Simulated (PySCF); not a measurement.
arsine cation (AsH3), SMILES [AsH3] (connectivity only; charge and spin as stated), charge +1, multiplicity 2. The structure is a stationary point at B3LYP-D3(BJ)/def2-TZVPD. The spin state was assumed, not searched.

Computed with B3LYP-D3(BJ)/def2-TZVPD run with PySCF 2.14.0.

Harmonic wavenumbers (cm⁻¹): 708, 923, 923, 2256, 2324, 2324. Rotational constants (GHz): 137.9, 137.9, 80.98; symmetry number 3.

Question: Work out the zero-point energy and the ideal-gas rigid-rotor harmonic-oscillator thermochemistry at 298.15 K and 1 atm.

Answer: ZPE = ½ Σ hcν = ½ × 9458 cm⁻¹ = 13.52 kcal/mol. H − E(el) = 16.02 kcal/mol. Entropy in cal/(mol K): translation 38.98, rotation 13.81, vibration 0.55, spin 1.38, total 54.72. G − E(el) = -0.29 kcal/mol. Cp = 9.71 cal/(mol K).
